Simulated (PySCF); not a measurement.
# Deuteron quadrupole couplings in `CCOC(=O)C=C(F)F`

C5H6F2O2.
Structure used (PBE0-D3(BJ)/def2-SVP), in Å, numbered top down from 1:
```xyz
15
C5H6F2O2 angstrom
C     -2.188    0.204   -0.747
C     -1.370    0.737    0.407
O      0.025    0.507    0.213
C      0.496   -0.692    0.571
O     -0.181   -1.570    1.046
C      1.940   -0.842    0.333
C      2.762    0.063   -0.203
F      2.446    1.250   -0.620
F      4.037   -0.154   -0.377
H     -1.844    0.631   -1.701
H     -2.113   -0.891   -0.801
H     -3.247    0.469   -0.613
H     -1.463    1.828    0.495
H     -1.680    0.272    1.355
H      2.376   -1.796    0.627
```

Level: PBE0/pcSseg-1 (PySCF, non-relativistic); Q(2H) = 0.00286 b; rigid geometry, the same for H and D, with no vibrational averaging.

Problem. Rank these positions by the coupling χzz of a deuteron there, largest first.
A. H15 (vinylic hydrogen)
B. H14 (methylene hydrogen)
C. H13 (methylene hydrogen)
D. H11 (methyl hydrogen)

Solution. A (207 kHz), D (194 kHz), C (190 kHz), B (185 kHz).

Problem. Tabulate Vzz, the asymmetry η and χzz = 234.96 MHz × Q × Vzz for every hydrogen position.

Solution. 
```tsv
atom	bonded to	bond length (Å)	Vzz (au)	η	χzz (kHz)
H10	C1	1.100	0.2913	0.02	196
H11	C1	1.099	0.2893	0.02	194
H12	C1	1.100	0.2923	0.03	196
H13	C2	1.099	0.2830	0.07	190
H14	C2	1.100	0.2760	0.10	185
H15	C6	1.089	0.3075	0.12	207
```

Problem. Give the 2H NMR doublet splittings at H14 for a magnetic field along the z, y and x axes of the gradient: 3χ/2, 3χ(1 + η)/4, 3χ(1 − η)/4.

Solution. With |χ| = 185.5 kHz and η = 0.103: 278, 153 and 125 kHz, to first order and without motion.

One conformer (not necessarily the lowest) at the PBE0-D3(BJ)/def2-SVP geometry, without solvent, vibrations or thermal averaging. With so small a basis the couplings can be 20 % off.
